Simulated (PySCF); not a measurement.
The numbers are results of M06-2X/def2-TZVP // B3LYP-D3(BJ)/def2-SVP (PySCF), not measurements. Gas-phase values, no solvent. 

Reference species (SMILES): `Cc1cc2cccc([SiH3])c2s1` (neutral, multiplicity 1).

```
Quantity     Value
--------  --------
LUMO      -0.21 eV
HOMO      -7.36 eV
```

Changed species: `Cc1cc([SiH3])cc2ccsc12`.

Task: What does the change do to the LUMO and HOMO?

Result: the LUMO stays essentially unchanged; the HOMO falls by 0.03 eV, to -7.39 eV.
